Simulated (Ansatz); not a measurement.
# Match the barriers

Saddle point of CH5GaS, closed shell (CH₅GaS ([CH3][GaH][SH]) → CH₃Ga ([CH3][Ga]) + H₂S; bonds formed: S2–H3; bonds broken: Ga1–S2, Ga1–H3), PBE0-D4/def2-TZVP structure:

```xyz
8
angstrom
Ga -0.1853 -0.8949 -0.4924
S 0.8203 1.2002 -1.6743
H 0.1440 -0.4290 -2.0366
C -0.6227 -0.2133 1.3082
H 1.9341 0.5364 -2.0210
H -1.2844 0.6507 1.2033
H 0.3000 0.1214 1.7880
H -1.1060 -0.9715 1.9246
```

Computed with Ansatz 0.2.0 (basis: def2-TZVPP, with def2-QZVPP for the basis limit); correlated methods freeze the cores. Filled d shells of the heavier atoms are correlated. The def2 sets are not built for correlating such inner shells, so the correlated values are less sure here. Extrapolation: Hartree–Fock as exp(−7.88 √X), correlation as X^−2.97. Four methods, as single points on the PBE0-D4 structures, gave these electronic barriers from the start structure: 46.53, 54.77, 61.75, 74.75 kcal/mol.

Q: The methods were, in alphabetical order, BHLYP-D4, HF, PBE0-D4, SPW92. Which gave which? (A judgement: the text doesn't fix the answer.)

A: The calculation gives: SPW92 46.53; PBE0-D4 54.77; BHLYP-D4 61.75; HF 74.75 kcal/mol. For comparison, CCSD(T) at an estimated basis limit (MP2 extrapolated from triple and quadruple zeta, plus CCSD(T) − MP2 in triple zeta) gives 57.12 kcal/mol.

The T1 diagnostic stays at or below 0.016. The restricted Hartree–Fock reference is unstable towards an unrestricted one at one or more of these structures.

Labels in which every atom is bracketed show which atoms are joined, not bond orders.

For scale, one of the runs: CCSD(T)/def2-TZVPP, 191 basis functions, launched by `ansatz run in.yaml --threads 4 --pin off --events-out ev --progress --plain --max-ram 9574MiB`. Hardware: 4 CPU threads of an Arm Neoverse V1, shared host. Wall time 40 s; peak host memory 2 GiB.
